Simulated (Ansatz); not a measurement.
Reaction (ligand exchange at a B–N bond): `N=C=CNB[SiH3]` + CH₃NH₂ → `CNB[SiH3]` + `N=C=CN`

Program: Ansatz. Geometries: PBE0-D4/def2-TZVP. ΔE: electronic, gas phase. CCSD(T)/CBS adds triple-zeta CCSD(T) − MP2 to the extrapolated MP2 energy (def2 sets, frozen cores). Functionals use def2-TZVPP. B3LYP here is the variant with VWN-RPA as its local correlation; programs differ in this. Each species was taken in one conformer, which may not be the lowest.

```tsv
level	ΔE (kJ/mol)
B3LYP-D4	-1.4
CCSD(T)/def2-TZVPP	-2.2
```

**Question.** What does CCSD(T)/CBS give? (An estimate is asked.)

**Answer.** The calculation gave: -1.7 kJ/mol. The listed levels differ from it by 0.3, -0.5 kJ/mol.

Largest T1 diagnostic among the species: 0.016.
